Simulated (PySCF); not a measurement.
Computed IR spectrum (relative IR intensity) of a molecule C₃H₇O₂, multiplicity 2. Geometry: ωB97X-D3(BJ)/def2-SVP. One conformer was computed; it need not be the lowest. Computed with ωB97X-D3(BJ)/def2-SVP (PySCF 2.14.0). No scaling factor is applied to the harmonic values.

Lines under 2 % of the strongest are left out, and lines within 2 cm⁻¹ are merged.

ν (cm⁻¹): 120 (w), 244 (vw), 270 (w), 277 (vs), 381 (m), 527 (vw), 548 (m), 871 (vw), 968 (w), 999 (m), 1089 (m), 1131 (m), 1178 (s), 1200 (m), 1264 (s), 1320 (m), 1372 (w), 1377 (vw), 1427 (m), 1437 (w), 1475 (w), 1491 (w), 2947 (w), 3002 (w), 3025 (s), 3061 (w), 3153 (m), 3176 (w), 3897 (m) (against the strongest line: vs over 80 %, s over 45 %, m over 15 %, w over 4 %, vw less)

Q: Pick the molecule that these values belong to.
(A) C[C](O)CO
(B) COC[CH]O
(C) [CH2]C(O)CO
(D) CC(O)C[O]

A: D, CC(O)C[O]
